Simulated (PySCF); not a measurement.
CH4AlClGe, AlCl2GeH, AlClGeH3N, CH5AlGeO and others (calculated)

Computed with PySCF 2.14.0. Calculation on a computer-drawn molecule: the log of a Hartree-Fock and frozen-core CCSD(T) single point meant for a local Hartree-Fock minimum, with one planted fault or none, to be diagnosed. Offsets are logged minus clean, where the clean run is the same molecule without the fault. The reference is restricted for singlets and unrestricted otherwise, and also for a bond in bohr or an excited solution. Adding or removing an electron swaps singlet and doublet. The excited solution moves the top pair (singlet) or top alpha electron (doublet) to the lowest empty orbital. Highest occupied and lowest empty are orbital energies over both spins, largest force is the largest gradient component, triples share is (T) over the correlation energy, the T1 limit is 0.02 restricted and 0.045 unrestricted, electrons count all cores, a negative frequency is imaginary (commonest isotopes), and the dipole is about the centre of nuclear charge; on germanium a core potential holds 10 electrons, which the energies leave out, and 3d is frozen in MP2 and coupled-cluster steps.

Common to all runs: meant multiplicity 1; meant basis and core potential on germanium cc-pVDZ-PP ECP10MDF; logged SCF converged yes; logged CC converged yes; logged SCF stable within its kind yes; possible faults no fault, one electron removed, one electron added, multiplicity raised by two, geometry at a saddle point, SCF held on an excited solution, minimal basis STO-3G, one bond length entered in bohr, all coordinates scaled.

(1) 
```xyz
8
formula=CH4AlClGe meant_charge=0 meant_basis=cc-pV(D+d)Z logged_electrons=73 logged_basis_functions=103 logged_spin_squared=0.859 logged_highest_occupied=-0.28329 logged_lowest_empty=5.828 logged_largest_force=0.027908 logged_T1_diagnostic=0.030057 logged_D1_diagnostic=0.14235 logged_triples_share=0.028546 logged_dipole_magnitude=9.5302 logged_energy_HF=-1035.01255 logged_energy_CCSD(T)=-1035.51129 planted_fault=one_electron_added HF_energy_offset_from_clean_run=5.732 CCSD(T)_energy_offset_from_clean_run=0.3683
Al    -2.0950     0.0217    -1.5966
C     -0.2655     0.4686    -0.8693
Ge     0.8887    -0.8829    -0.0936
Cl     2.7742     0.0216     0.5647
H      0.2991     0.9394    -1.6889
H     -0.4063     1.2470    -0.1036
H      1.2975    -1.9624    -1.0954
H      0.2967    -1.5207     1.1629
```

Units: logged_highest_occupied, logged_lowest_empty in eV; logged_largest_force in hartree/bohr; logged_dipole_magnitude in debye; logged_energy_HF, logged_energy_CCSD(T) in hartree; HF_energy_offset_from_clean_run, CCSD(T)_energy_offset_from_clean_run in kcal/mol.

Drawn bonds:
| atom | other atom | order |
| --- | --- | --- |
| 1 | 2 | 1 |
| 2 | 3 | 1 |
| 3 | 4 | 1 |
| 2 | 5 | 1 |
| 2 | 6 | 1 |
| 3 | 7 | 1 |
| 3 | 8 | 1 |

(2) 
```xyz
8
formula=CH4AlClGe meant_charge=0 meant_basis=cc-pV(D+d)Z logged_electrons=72 logged_basis_functions=103 logged_spin_squared=0.891 logged_highest_occupied=-8.4257 logged_lowest_empty=0.45151 logged_largest_force=0.015809 logged_T1_diagnostic=0.062049 logged_D1_diagnostic=0.2642 logged_triples_share=0.0361 logged_dipole_magnitude=3.1205 logged_energy_HF=-1034.90476 logged_energy_CCSD(T)=-1035.38875 planted_fault=one_bond_length_entered_in_bohr,row_4_of_the_drawn_bonds HF_energy_offset_from_clean_run=73.37 CCSD(T)_energy_offset_from_clean_run=77.26
Al    -2.0950     0.0217    -1.5966
C     -0.2655     0.4686    -0.8693
Ge     0.8887    -0.8829    -0.0936
Cl     2.7742     0.0216     0.5647
H      0.8014     1.3582    -2.4182
H     -0.4063     1.2470    -0.1036
H      1.2975    -1.9624    -1.0954
H      0.2967    -1.5207     1.1629
```

Units: logged_highest_occupied, logged_lowest_empty in eV; logged_largest_force in hartree/bohr; logged_dipole_magnitude in debye; logged_energy_HF, logged_energy_CCSD(T) in hartree; HF_energy_offset_from_clean_run, CCSD(T)_energy_offset_from_clean_run in kcal/mol.

Drawn bonds:
| atom | other atom | order |
| --- | --- | --- |
| 1 | 2 | 1 |
| 2 | 3 | 1 |
| 3 | 4 | 1 |
| 2 | 5 | 1 |
| 2 | 6 | 1 |
| 3 | 7 | 1 |
| 3 | 8 | 1 |

Notes: T1 above single-reference limit.

(3) 
```xyz
5
formula=AlCl2GeH meant_charge=0 meant_basis=cc-pV(D+d)Z logged_electrons=80 logged_basis_functions=97 logged_spin_squared=0 logged_highest_occupied=-8.4206 logged_lowest_empty=-0.12653 logged_largest_force=2.803e-06 logged_lowest_frequency=25.506 logged_T1_diagnostic=0.012042 logged_D1_diagnostic=0.02858 logged_triples_share=0.025945 logged_dipole_magnitude=5.1311 logged_energy_HF=-1454.96518 logged_energy_CCSD(T)=-1455.42984 planted_fault=no_fault HF_energy_offset_from_clean_run=0 CCSD(T)_energy_offset_from_clean_run=0
Al    -2.2949    -0.5009     1.5371
Ge     0.0719    -1.0755     0.4786
Cl     0.5365    -3.0169     1.4435
Cl    -0.4751    -1.5851    -1.6085
H      1.4464    -0.4161     0.3323
```

Units: logged_highest_occupied, logged_lowest_empty in eV; logged_largest_force in hartree/bohr; logged_lowest_frequency in cm⁻¹; logged_dipole_magnitude in debye; logged_energy_HF, logged_energy_CCSD(T) in hartree; HF_energy_offset_from_clean_run, CCSD(T)_energy_offset_from_clean_run in kcal/mol.

Drawn bonds:
| atom | other atom | order |
| --- | --- | --- |
| 1 | 2 | 1 |
| 2 | 3 | 1 |
| 2 | 4 | 1 |
| 2 | 5 | 1 |

(4) 
```xyz
7
formula=AlClGeH3N meant_charge=0 meant_basis=cc-pV(D+d)Z logged_electrons=71 logged_basis_functions=98 logged_spin_squared=0.7566 logged_highest_occupied=-15.24 logged_lowest_empty=-6.9491 logged_largest_force=0.051342 logged_T1_diagnostic=0.019118 logged_D1_diagnostic=0.068732 logged_triples_share=0.029384 logged_dipole_magnitude=13.432 logged_energy_HF=-1050.79216 logged_energy_CCSD(T)=-1051.26781 planted_fault=one_electron_removed HF_energy_offset_from_clean_run=177.1 CCSD(T)_energy_offset_from_clean_run=196.8
Al    -1.1603    -0.1425    -0.7008
N      0.6396    -0.2546    -0.4560
Ge     1.7515     0.5143     0.7609
Cl     2.8214     2.1993    -0.1367
H      1.1634    -0.7749    -1.1481
H      0.9260     1.1034     1.8965
H      2.8457    -0.4327     1.2327
```

Units: logged_highest_occupied, logged_lowest_empty in eV; logged_largest_force in hartree/bohr; logged_dipole_magnitude in debye; logged_energy_HF, logged_energy_CCSD(T) in hartree; HF_energy_offset_from_clean_run, CCSD(T)_energy_offset_from_clean_run in kcal/mol.

Drawn bonds:
| atom | other atom | order |
| --- | --- | --- |
| 1 | 2 | 1 |
| 2 | 3 | 1 |
| 3 | 4 | 1 |
| 2 | 5 | 1 |
| 3 | 6 | 1 |
| 3 | 7 | 1 |

(5) 
```xyz
9
formula=CH5AlGeO meant_charge=0 meant_basis=cc-pV(D+d)Z logged_electrons=65 logged_basis_functions=99 logged_spin_squared=0.7733 logged_highest_occupied=0.86746 logged_lowest_empty=6.6805 logged_largest_force=0.049058 logged_T1_diagnostic=0.017434 logged_D1_diagnostic=0.051589 logged_triples_share=0.027383 logged_dipole_magnitude=13.093 logged_energy_HF=-650.91197 logged_energy_CCSD(T)=-651.45331 planted_fault=one_electron_added HF_energy_offset_from_clean_run=30.88 CCSD(T)_energy_offset_from_clean_run=27.64
Al    -0.3331     0.2986     3.2884
O     -0.9469    -0.6401     2.0411
C     -1.4304    -1.4933     1.0517
Ge    -2.3333    -0.4569    -0.3671
H     -2.1345    -2.2109     1.4815
H     -0.6101    -2.0692     0.6148
H     -1.3408     0.5295    -0.9947
H     -3.5019     0.3316     0.2367
H     -2.8712    -1.3920    -1.4612
```

Units: logged_highest_occupied, logged_lowest_empty in eV; logged_largest_force in hartree/bohr; logged_dipole_magnitude in debye; logged_energy_HF, logged_energy_CCSD(T) in hartree; HF_energy_offset_from_clean_run, CCSD(T)_energy_offset_from_clean_run in kcal/mol.

Drawn bonds:
| atom | other atom | order |
| --- | --- | --- |
| 1 | 2 | 1 |
| 2 | 3 | 1 |
| 3 | 4 | 1 |
| 3 | 5 | 1 |
| 3 | 6 | 1 |
| 4 | 7 | 1 |
| 4 | 8 | 1 |
| 4 | 9 | 1 |

Notes: highest electron not bound in this basis.

(6) 
```xyz
9
formula=CH5AlGeO meant_charge=0 meant_basis=cc-pV(D+d)Z logged_electrons=63 logged_basis_functions=99 logged_spin_squared=0.7544 logged_highest_occupied=-14.882 logged_lowest_empty=-7.1384 logged_largest_force=0.061938 logged_T1_diagnostic=0.023475 logged_D1_diagnostic=0.094011 logged_triples_share=0.029152 logged_dipole_magnitude=12.612 logged_energy_HF=-650.67418 logged_energy_CCSD(T)=-651.17796 planted_fault=one_electron_removed HF_energy_offset_from_clean_run=180.1 CCSD(T)_energy_offset_from_clean_run=200.4
Al    -0.3331     0.2986     3.2884
O     -0.9469    -0.6401     2.0411
C     -1.4304    -1.4933     1.0517
Ge    -2.3333    -0.4569    -0.3671
H     -2.1345    -2.2109     1.4815
H     -0.6101    -2.0692     0.6148
H     -1.3408     0.5295    -0.9947
H     -3.5019     0.3316     0.2367
H     -2.8712    -1.3920    -1.4612
```

Units: logged_highest_occupied, logged_lowest_empty in eV; logged_largest_force in hartree/bohr; logged_dipole_magnitude in debye; logged_energy_HF, logged_energy_CCSD(T) in hartree; HF_energy_offset_from_clean_run, CCSD(T)_energy_offset_from_clean_run in kcal/mol.

Drawn bonds:
| atom | other atom | order |
| --- | --- | --- |
| 1 | 2 | 1 |
| 2 | 3 | 1 |
| 3 | 4 | 1 |
| 3 | 5 | 1 |
| 3 | 6 | 1 |
| 4 | 7 | 1 |
| 4 | 8 | 1 |
| 4 | 9 | 1 |

(7) 
```xyz
6
formula=AlClGeH2O meant_charge=0 meant_basis=cc-pV(D+d)Z logged_electrons=72 logged_basis_functions=93 logged_spin_squared=0.9727 logged_highest_occupied=-8.4272 logged_lowest_empty=-0.85683 logged_largest_force=0.01379 logged_T1_diagnostic=0.028944 logged_D1_diagnostic=0.15976 logged_triples_share=0.023212 logged_dipole_magnitude=0.66387 logged_energy_HF=-1070.83358 logged_energy_CCSD(T)=-1071.3183 planted_fault=one_bond_length_entered_in_bohr,row_3_of_the_drawn_bonds HF_energy_offset_from_clean_run=73.63 CCSD(T)_energy_offset_from_clean_run=89.61
Al    -1.4246     1.7496     0.8536
O     -0.8620     0.1700     0.5647
Ge    -0.0915    -1.3927     0.4763
Cl     2.9501    -1.4541     3.2341
H      0.5506    -1.5838    -0.8873
H     -1.0698    -2.4828     0.8797
```

Units: logged_highest_occupied, logged_lowest_empty in eV; logged_largest_force in hartree/bohr; logged_dipole_magnitude in debye; logged_energy_HF, logged_energy_CCSD(T) in hartree; HF_energy_offset_from_clean_run, CCSD(T)_energy_offset_from_clean_run in kcal/mol.

Drawn bonds:
| atom | other atom | order |
| --- | --- | --- |
| 1 | 2 | 1 |
| 2 | 3 | 1 |
| 3 | 4 | 1 |
| 3 | 5 | 1 |
| 3 | 6 | 1 |

(8) 
```xyz
9
formula=CH5BGeN meant_charge=1 meant_basis=cc-pVDZ logged_electrons=54 logged_basis_functions=90 logged_spin_squared=2.024 logged_highest_occupied=-11.228 logged_lowest_empty=-5.956 logged_largest_force=0.11318 logged_T1_diagnostic=0.022632 logged_D1_diagnostic=0.10765 logged_triples_share=0.031861 logged_dipole_magnitude=1.9122 logged_energy_HF=-412.91054 logged_energy_CCSD(T)=-413.39793 planted_fault=multiplicity_raised_by_two HF_energy_offset_from_clean_run=35.86 CCSD(T)_energy_offset_from_clean_run=53.25
B     -1.0952     0.1851     1.1656
N     -0.5954    -0.8730     1.7576
C     -0.1520    -2.1148     1.1690
Ge     0.5224    -3.4968     2.0575
H     -1.5424     1.1367     0.6541
H     -0.5113    -0.8056     2.7636
H     -0.2662    -2.1420     0.0951
H      0.6763    -3.4457     3.5604
H      0.9364    -4.7194     1.2863
```

Units: logged_highest_occupied, logged_lowest_empty in eV; logged_largest_force in hartree/bohr; logged_dipole_magnitude in debye; logged_energy_HF, logged_energy_CCSD(T) in hartree; HF_energy_offset_from_clean_run, CCSD(T)_energy_offset_from_clean_run in kcal/mol.

Drawn bonds:
| atom | other atom | order |
| --- | --- | --- |
| 1 | 2 | 1 |
| 2 | 3 | 1 |
| 3 | 4 | 2 |
| 1 | 5 | 1 |
| 2 | 6 | 1 |
| 3 | 7 | 1 |
| 4 | 8 | 1 |
| 4 | 9 | 1 |
